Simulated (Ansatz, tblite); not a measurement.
Removing and adding an electron: InCl2(OH) (InCl2OH). Total charge 0; singlet. Geometry: PBE0-D4/def2-SVP. Ansatz, gas phase; energy differences of separate SCF runs; the oxidised species was run as a doublet alone; the reduced species was run as a doublet alone.

```xyz
5

In    0.414    0.022    0.117
Cl    2.057   -0.974    1.415
Cl    0.947    1.900   -1.160
O    -1.417   -0.727    0.104
H    -2.001   -0.221   -0.475
```

In the def2 sets In takes a core potential; there is no spin–orbit coupling. The xTB rows come from tblite. HOMO above LUMO, or a gap near zero within one spin, warns that the state may not be the lowest or that an electron is smeared out.

| level | −HOMO (eV) | vertical IE (eV) | −LUMO (eV) | vertical EA (eV) | HOMO–LUMO gap (eV) | IE − EA (eV) | remarks |
| --- | --- | --- | --- | --- | --- | --- | --- |
| GFN1-xTB | 12.54 | 15.03 | 8.02 | 5.66 | 4.52 | 9.37 | – |
| GFN2-xTB | 12.24 | 15.22 | 9.31 | 6.53 | 2.93 | 8.69 | – |
| PBE-D4/def2-TZVPD | 7.74 | – | 3.72 | 1.27 | 4.01 | – | HOMO above zero (-1 doublet) |
| r2SCAN-D4/def2-TZVP | 8.03 | 10.88 | 3.44 | – | 4.59 | – | gap within one spin near zero (+1 doublet) |
| r2SCAN-D4/def2-TZVPD | 8.08 | – | 3.50 | 1.16 | 4.59 | – | HOMO above zero (-1 doublet) |
| PBE0-D4/def2-TZVP | 9.25 | 11.22 | 2.75 | – | 6.50 | – | – |
| PBE0-D4/def2-TZVPD | 9.30 | – | 2.84 | 1.17 | 6.46 | – | HOMO above zero (-1 doublet) |

Run but left out: PBE-D4/def2-TZVP (charge +1 doublet: an occupied level 0.02 eV above an empty one).   A HOMO above zero means that the electron is unbound at that level or that self-interaction error raises the level; the energy of removing that electron tells which. Raw xTB energy differences between charge states are shifted by several eV; the methods need an empirical correction for them.
